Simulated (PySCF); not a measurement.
Molecule: `ClB(/C=C/Cl)Cl`, C₂H₂BCl₃.

Cartesian coordinates in Å; atom numbers follow the order of the lines, from 1:
```xyz
8

Cl    2.668    0.209   -0.464
C     0.980    0.457   -0.322
C     0.085   -0.526   -0.136
B    -1.419   -0.228   -0.019
Cl   -2.052    1.411   -0.101
Cl   -2.556   -1.544    0.203
H     0.690    1.509   -0.399
H     0.441   -1.558   -0.068
```

Geometry PBE0-D3(BJ)/def2-SVP throughout; GIAO in PySCF, gas phase, one conformer, non-relativistic; equivalent atoms averaged; basis pcSseg-2.

For orientation, HF gives these shifts δ (against HCl, TMS, BF3·OEt2 at the same level): Cl1 202.7, Cl5/Cl6 144.6, C2 171.3, C3 135.9, B4 55.2, H7 7.94, H8 6.44 ppm.

A run gave: Cl1 337.3, Cl5/Cl6 256.7, C2 169.3, C3 142.6, B4 54.6, H7 7.90, H8 6.59 ppm (shifts δ (against HCl, TMS, BF3·OEt2 at the same level)).

Question: Which functional was used in that run?
A. PBE
B. B97-D
C. BLYP
D. BP86
E. KT3

Answer: C. Cl5/Cl6 tells them apart best: BLYP gives 256.7, B97-D gives 233.5, KT3 gives 228.9, BP86 gives 261.6, PBE gives 267.0 ppm.
